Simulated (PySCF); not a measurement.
**Correlation energy of C⁺ (carbon, charge +1)**

[He] 2s2 2p1, 2P determinant. All numbers are calculated (PySCF 2.14, the spin-free X2C one-electron Hamiltonian (Gaussian nucleus), in x2c-SVPall (3s2p1d, 14 functions)). Frozen: 1s2; 3 electrons correlated.

MP2 pair energies summed by pair of shells (mhartree):

```json
{"pair": "2s-2s", "energy": "-25.82", "share (%)": "61.8"}
{"pair": "2s-2p", "energy": "-15.99", "share (%)": "38.2"}
```

Total MP2 correlation energy: -41.80 mhartree.

Same-spin part -2.37 and opposite-spin part -39.43 mhartree; SCS-MP2 scales them by 1/3 and 6/5 to -48.11 mhartree.

| level | correlation energy (mhartree) |
| --- | --- |
| CCSD | -66.64 |
| (T) | -0.74 |
| CCSD(T) | -67.38 |

Diagnostics: T1 = 0.0083, D1 = 0.0155, largest double amplitude 0.141.

Cost of the coupled-cluster step: 0.06 s of wall time on 1 thread of Intel(R) Xeon(R) 6975P-C (shared host), for 3 correlated electrons.

Iterations:

```
CC2 = 0
CCSD nocc = (np.int64(2), np.int64(1)), nmo = (13, 13)
frozen orbitals [[0], [0]]
max_cycle = 100
direct = 0
conv_tol = 1e-08
conv_tol_normt = 1e-06
diis_space = 8
diis_start_cycle = 0
Init t2, MP2 energy = -0.0418022334511051
Init E_corr(UCCSD) = -0.0418022334511507
cycle = 1  E_corr(UCCSD) = -0.0558487202131181  dE = -0.0140464868  norm(t1,t2) = 0.0563774
cycle = 2  E_corr(UCCSD) = -0.0614628461456845  dE = -0.00561412593  norm(t1,t2) = 0.027904
cycle = 3  E_corr(UCCSD) = -0.0667239687485004  dE = -0.0052611226  norm(t1,t2) = 0.0145723
cycle = 4  E_corr(UCCSD) = -0.0666145929522159  dE = 0.000109375796  norm(t1,t2) = 0.00102701
cycle = 5  E_corr(UCCSD) = -0.0666504368757813  dE = -3.58439236e-05  norm(t1,t2) = 0.000162668
cycle = 6  E_corr(UCCSD) = -0.0666324971868384  dE = 1.79396889e-05  norm(t1,t2) = 4.29685e-05
cycle = 7  E_corr(UCCSD) = -0.0666393486557291  dE = -6.85146889e-06  norm(t1,t2) = 1.73401e-05
cycle = 8  E_corr(UCCSD) = -0.0666387407935231  dE = 6.07862206e-07  norm(t1,t2) = 2.52149e-06
cycle = 9  E_corr(UCCSD) = -0.0666386161562559  dE = 1.24637267e-07  norm(t1,t2) = 3.93179e-07
cycle = 10  E_corr(UCCSD) = -0.0666386275059463  dE = -1.13496905e-08  norm(t1,t2) = 3.4815e-08
cycle = 11  E_corr(UCCSD) = -0.066638625376295  dE = 2.12965129e-09  norm(t1,t2) = 1.46938e-08
UCCSD converged
E(UCCSD) = -37.32579991925934  E_corr = -0.06663862537629503
UCCSD(T) correction = -0.000736191189630012
```
